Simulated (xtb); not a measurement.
Input file for xtb: GFN2-xTB on C2H4F2 (SMILES FCCF), a point of a torsion scan.

```
$ xtb mol.xyz --gfn 2 --opt vtight --chrg 0 --uhf 0 --input xcontrol
8

F      1.36737093     0.69281793    -0.82363941
C      0.73456404    -0.13588603     0.06910270
C     -0.77787283     0.02481024    -0.03296536
F     -1.21811063    -1.04590271    -0.80210159
H      1.11434170     0.14903985     1.07266095
H      0.92672695    -1.20332238    -0.16482589
H     -1.17988137    -0.00969713     0.98389266
H     -1.01111856     0.99042761    -0.49701168
$constrain
  force constant=1.0
  dihedral: 1,2,3,4,100.0
$end
```

It printed:

```
[...]
           -------------------------------------------------
          |                Calculation Setup                |
           -------------------------------------------------



           -------------------------------------------------
          |                 G F N 2 - x T B                 |
           -------------------------------------------------

        Reference                      10.1021/acs.jctc.8b01176
      * Hamiltonian:
        H0-scaling (s, p, d)           1.850000    2.230000    2.230000
        zeta-weighting                 0.500000
      * Dispersion:
        s8                             2.700000
        a1                             0.520000
        a2                             5.000000
        s9                             5.000000
      * Repulsion:
        kExp                           1.500000    1.000000
        rExp                           1.000000
      * Coulomb:
        alpha                          2.000000
        third order                    shell-resolved
        anisotropic                    true
        a3                             3.000000
        a5                             4.000000
        cn-shift                       1.200000
        cn-exp                         4.000000
        max-rad                        5.000000


          ...................................................
          :                      SETUP                      :
          :.................................................:
          :  # basis functions                  20          :
          :  # atomic orbitals                  20          :
          :  # shells                           12          :
          :  # electrons                        26          :
          :  max. iterations                   250          :
          :  Hamiltonian                  GFN2-xTB          :
          :  restarted?                      false          :
          :  GBSA solvation                  false          :
          :  PC potential                    false          :
          :  electronic temp.          300.0000000     K    :
          :  accuracy                    1.0000000          :
          :  -> integral cutoff          0.2500000E+02      :
          :  -> integral neglect         0.1000000E-07      :
          :  -> SCF convergence          0.1000000E-05 Eh   :
          :  -> wf. convergence          0.1000000E-03 e    :
          :  Broyden damping             0.4000000          :
          :  net charge                          0          :
          :  unpaired electrons                  0          :
          ...................................................

 iter      E             dE          RMSdq      gap      omega  full diag
   1    -15.8345733 -0.158346E+02  0.422E+00   12.79       0.0  T
   2    -15.8620908 -0.275175E-01  0.219E+00   12.36       1.0  T
   3    -15.8626428 -0.551987E-03  0.951E-01   12.47       1.0  T
   4    -15.8627853 -0.142547E-03  0.107E-01   12.50       1.0  T
   5    -15.8627867 -0.140760E-05  0.168E-02   12.50       2.1  T
   6    -15.8627868 -0.104572E-06  0.491E-03   12.50       7.2  T
   7    -15.8627868 -0.397538E-08  0.488E-04   12.50      72.5  T
   8    -15.8627868 -0.752150E-09  0.194E-04   12.50     182.5  T

   *** convergence criteria satisfied after 8 iterations ***

         #    Occupation            Energy/Eh            Energy/eV
      -------------------------------------------------------------
         1        2.0000           -0.8218084             -22.3625
       ...           ...                  ...                  ...
         7        2.0000           -0.5590575             -15.2127
         8        2.0000           -0.5387044             -14.6589
         9        2.0000           -0.5363230             -14.5941
        10        2.0000           -0.4988701             -13.5749
        11        2.0000           -0.4742409             -12.9048
        12        2.0000           -0.4671946             -12.7130
        13        2.0000           -0.4608336             -12.5399 (HOMO)
        14                         -0.0014409              -0.0392 (LUMO)
        15                          0.0231257               0.6293
        16                          0.0718409               1.9549
        17                          0.0927420               2.5236
        18                          0.1054906               2.8705
       ...                                ...                  ...
        20                          0.2139033               5.8206
      -------------------------------------------------------------
                  HL-Gap            0.4593927 Eh           12.5007 eV
             Fermi-level           -0.2311372 Eh           -6.2896 eV

 SCC (total)                   0 d,  0 h,  0 min,  0.005 sec
 SCC setup                      ...        0 min,  0.000 sec (  4.895%)
 Dispersion                     ...        0 min,  0.000 sec (  1.316%)
 classic
[...]
    ...                  ...
        20                          0.2249532               6.1213
      -------------------------------------------------------------
                  HL-Gap            0.4760317 Eh           12.9535 eV
             Fermi-level           -0.2246315 Eh           -6.1125 eV

 SCC (total)                   0 d,  0 h,  0 min,  0.002 sec
 SCC setup                      ...        0 min,  0.000 sec (  2.731%)
 Dispersion                     ...        0 min,  0.000 sec (  0.860%)
 classical contributions        ...        0 min,  0.000 sec (  0.419%)
 integral evaluation            ...        0 min,  0.001 sec ( 24.568%)
 iterations                     ...        0 min,  0.000 sec ( 20.823%)
 molecular gradient             ...        0 min,  0.001 sec ( 46.050%)
 printout                       ...        0 min,  0.000 sec (  3.961%)

         :::::::::::::::::::::::::::::::::::::::::::::::::::::
         ::                     SUMMARY                     ::
         :::::::::::::::::::::::::::::::::::::::::::::::::::::
         :: total energy             -15.777382520688 Eh    ::
         :: gradient norm              0.000023248302 Eh/a0 ::
         :: HOMO-LUMO gap             12.953482092221 eV    ::
         ::.................................................::
         :: SCC energy               -15.872780803380 Eh    ::
         :: -> isotropic ES            0.027505365277 Eh    ::
         :: -> anisotropic ES          0.000301068674 Eh    ::
         :: -> anisotropic XC         -0.006997178461 Eh    ::
         :: -> dispersion             -0.002426498629 Eh    ::
         :: repulsion energy           0.095397454360 Eh    ::
         :: add. restraining           0.000000828332 Eh    ::
         :: total charge              -0.000000000000 e     ::
         :::::::::::::::::::::::::::::::::::::::::::::::::::::

           -------------------------------------------------
          |                Property Printout                |
           -------------------------------------------------

    * Orbital Energies and Occupations

         #    Occupation            Energy/Eh            Energy/eV
      -------------------------------------------------------------
         1        2.0000           -0.8232271             -22.4012
         2        2.0000           -0.8226378             -22.3851
         3        2.0000           -0.6655239             -18.1098
         4        2.0000           -0.6212498             -16.9051
         5        2.0000           -0.5775406             -15.7157
         6        2.0000           -0.5734212             -15.6036
         7        2.0000           -0.5626466             -15.3104
         8        2.0000           -0.5404994             -14.7077
         9        2.0000           -0.5394233             -14.6785
        10        2.0000           -0.4998613             -13.6019
        11        2.0000           -0.4724381             -12.8557
        12        2.0000           -0.4671249             -12.7111
        13        2.0000           -0.4626473             -12.5893 (HOMO)
        14                          0.0133844               0.3642 (LUMO)
        15                          0.0294990               0.8027
        16                          0.0701297               1.9083
        17                          0.1189496               3.2368
        18                          0.1364935               3.7142
        19                          0.2050763               5.5804
        20                          0.2249532               6.1213
      -------------------------------------------------------------
                  HL-Gap            0.4760317 Eh           12.9535 eV
             Fermi-level           -0.2246315 Eh           -6.1125 eV

     #   Z          covCN         q      C6AA      α(0)
     1   9 F        0.784    -0.244    11.705     4.041
     2   6 C        3.607     0.098    19.467     6.375
     3   6 C        3.607     0.098    19.467     6.375
     4   9 F        0.784    -0.244    11.705     4.041
     5   1 H        0.924     0.063     2.162     2.299
     6   1 H        0.924     0.083     1.944     2.180
     7   1 H        0.924     0.063     2.162     2.299
     8   1 H        0.924     0.083     1.944     2.180

 Mol. C6AA /au·bohr⁶  :        451.576433
 Mol. C8AA /au·bohr⁸  :       9045.299646
 Mol. α(0) /au        :         29.791361


Wiberg/Mayer (AO) data.
largest (>0.10) Wiberg bond orders for each atom

 ---------------------------------------------------------------------------
     #   Z sym  total        # sym  WBO       # sym  WBO       # sym  WBO
 ---------------------------------------------------------------------------
     1   9 F    1.006 --     2 C    0.946
     2   6 C    3.905 --     3 C    0.999     5 H    0.971     6 H    0.966
                             1 F    0.946
     3   6 C    3.905 --     2 C    0.999     7 H    0.971     8 H    0.966
                             4 F    0.946
     4   9 F    1.006 --     3 C    0.946
     5   1 H    0.996 --     2 C    0.971
     6   1 H    0.993 --     2 C    0.966
     7   1 H    0.996 --     3 C    0.971
     8   1 H    0.993 --     3 C    0.966
 ---------------------------------------------------------------------------

Topologies differ in total number of bonds
Writing topology from bond orders to xtbtopo.mol

molecular dipole:
                 x           y           z       tot (Debye)
 q only:       -0.045       0.102       0.876
   full:       -0.054       0.120       1.032       2.645
molecular quadrupole (traceless):
                xx          xy          yy          xz          yz          zz
 q only:       -0.982      -3.919       0.476       0.364      -0.369       0.505
  q+dip:       -1.329      -5.763       0.398       0.535      -0.437       0.930
   full:       -1.255      -5.280       0.431       0.489      -0.428       0.824

           -------------------------------------------------
          |                Geometry Summary                 |
           -------------------------------------------------

      molecular mass/u    :       66.0500411
   center of mass at/Å    :        0.0153605      -0.1138959      -0.4267107
  moments of inertia/u·Å² :        0.2387529E+02   0.1170012E+03   0.1220018E+03
rotational constants/cm⁻¹ :        0.7060703E+00   0.1440809E+00   0.1381753E+00

 * 7 selected distances

     #   Z          #   Z                                           value/Å
     1   9 F        2   6 C                                       1.3709821
     2   6 C        3   6 C                                       1.5247816 (max)
     3   6 C        4   9 F                                       1.3709921
     2   6 C        5   1 H                                       1.0937591 (min)
     2   6 C        6   1 H                                       1.0941286
     3   6 C        7   1 H                                       1.0937719
     3   6 C        8   1 H                                       1.0941272

 * 3 distinct bonds (by element types)

   Z      Z             #   av. dist./Å        max./Å        min./Å
   1 H    6 C           4     1.0939467     1.0941286     1.0937591
   6 C    6 C           1     1.5247816     1.5247816     1.5247816
   6 C    9 F           2     1.3709871     1.3709921     1.3709821


optimized geometry written to: xtbopt.xyz


           -------------------------------------------------
          | TOTAL ENERGY              -15.777382520688 Eh   |
          | GRADIENT NORM               0.000023248302 Eh/α |
          | HOMO-LUMO GAP              12.953482092221 eV   |
           -------------------------------------------------

------------------------------------------------------------------------
------------------------------------------------------------------------
 total:
Note: The following floating-point exceptions are signalling: IEEE_DENORMAL
normal termination of xtb
 SCF:
 ANC optimizer:
```

The run finished.

Warnings raised: the energy holds the restraint's term.

Cost: around 0.09 core-seconds (rough).
